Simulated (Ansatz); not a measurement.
```yaml
crystal:
  periodic: [false, false, false]
  atoms:
    - {symbol: C, position_ang: [1.724951, -0.575075, -1.999982]}
    - {symbol: O, position_ang: [1.043209, -0.526440, -0.781238]}
    - {symbol: Mo, position_ang: [-0.107489, 0.655903, -0.017218]}
    - {symbol: O, position_ang: [-1.158909, 0.390833, -1.567240]}
    - {symbol: F, position_ang: [0.915785, 1.994553, -0.826169]}
    - {symbol: F, position_ang: [-1.385304, 1.991738, 0.289958]}
    - {symbol: Cl, position_ang: [1.074791, 1.311724, 1.898003]}
    - {symbol: O, position_ang: [-0.903842, -0.538284, 1.089739]}
    - {symbol: C, position_ang: [-1.198388, -0.925839, 2.393614]}
    - {symbol: H, position_ang: [2.277755, 0.357988, -2.142410]}
    - {symbol: H, position_ang: [1.038458, -0.686667, -2.802663]}
    - {symbol: H, position_ang: [0.988458, -0.686667, -2.802663]}
    - {symbol: H, position_ang: [-1.876335, 1.024364, -1.679555]}
    - {symbol: H, position_ang: [-0.462855, -0.475484, 3.068702]}
    - {symbol: H, position_ang: [-2.200988, -0.576423, 2.653445]}
    - {symbol: H, position_ang: [-1.155963, -2.015246, 2.458846]}
basis:
  gaussian: {orbitals: cc-pVTZ-DK}
hamiltonian: {xc: {name: B3LYP}}
accuracy: high
output: {forces: true}
```

```sh
$ ansatz run in.yaml --threads 4 --pin off --events-out ev --progress --plain --max-ram 41984MiB --backend cuda --devices 0, --max-vram 37GiB
```

Shortened log:

```
Functional definition: B3LYP
7512 factors; integrals over basis functions are off by at most 7.3e-8 eV
mean field evaluation 1: about -136237.1198 eV, gradient 1.2e2 eV
mean field evaluation 2: about -135929.1485 eV, gradient 4.3e2 eV
mean field evaluation 4: about -136255.0722 eV, gradient 5.7e1 eV
mean field evaluation 8: about -136260.7933 eV, gradient 6.7e-1 eV
mean field evaluation 16: about -136261.0927 eV, gradient 1.7e-2 eV
mean field evaluation 32: about -136261.0927 eV, gradient 6.7e-7 eV
mean field -136261.09266648 eV, -5007.5027944073 hartree, gradient 6.8e-8 eV, S^2 0.000000; 0 other end points of the search recorded, 0 dependent functions left out
reference -136261.09272311 eV, -5007.5027964884 hartree; 60, 60 occupied and 359, 359 virtual orbitals, 7512 factors
Total energy: -136261.09272311 eV, -5007.5027964884 hartree
Relativity: scalar
Atom 0 at     1.724951    -0.575075    -1.999982 Å, force     4.889477    -0.466474     5.933577 eV/Å
Atom 1 at     1.043209    -0.526440    -0.781238 Å, force     0.685459    -0.762438    -3.545838 eV/Å
Atom 2 at    -0.107489     0.655903    -0.017218 Å, force    -0.443722     1.080086     1.835732 eV/Å
Atom 3 at    -1.158909     0.390833    -1.567240 Å, force    -0.210948    -0.232908    -0.727594 eV/Å
Atom 4 at     0.915785     1.994553    -0.826169 Å, force     0.372618     0.300797    -0.325047 eV/Å
Atom 5 at    -1.385304     1.991738     0.289958 Å, force    -0.385961     0.314802    -0.107483 eV/Å
Atom 6 at     1.074791     1.311724     1.898003 Å, force     0.246173     0.102751     0.235350 eV/Å
Atom 7 at    -0.903842    -0.538284     1.089739 Å, force    -0.229865    -0.489247     0.064391 eV/Å
Atom 8 at    -1.198388    -0.925839     2.393614 Å, force    -0.163531    -0.128288     0.384716 eV/Å
Atom 9 at     2.277755     0.357988    -2.142410 Å, force    -0.908740    -0.088575    -0.837230 eV/Å
Atom 10 at     1.038458    -0.686667    -2.802663 Å, force  5733.638571    -0.761149    -1.302249 eV/Å
Atom 11 at     0.988458    -0.686667    -2.802663 Å, force -5737.409094     1.152727    -1.601817 eV/Å
Atom 12 at    -1.876335     1.024364    -1.679555 Å, force    -0.048293     0.008306    -0.035135 eV/Å
Atom 13 at    -0.462855    -0.475484     3.068702 Å, force    -0.072302    -0.052618    -0.022308 eV/Å
Atom 14 at    -2.200988    -0.576423     2.653445 Å, force     0.048702    -0.032852     0.029027 eV/Å
Atom 15 at    -1.155963    -2.015246     2.458846 Å, force    -0.008544     0.055079     0.021908 eV/Å
Dipole moment:    -0.484113    -0.587935    -0.327847 e Å
```

In this input one atom was put on top of another. Self-consistency was reached. The result belongs to that input, not to the molecule as meant.
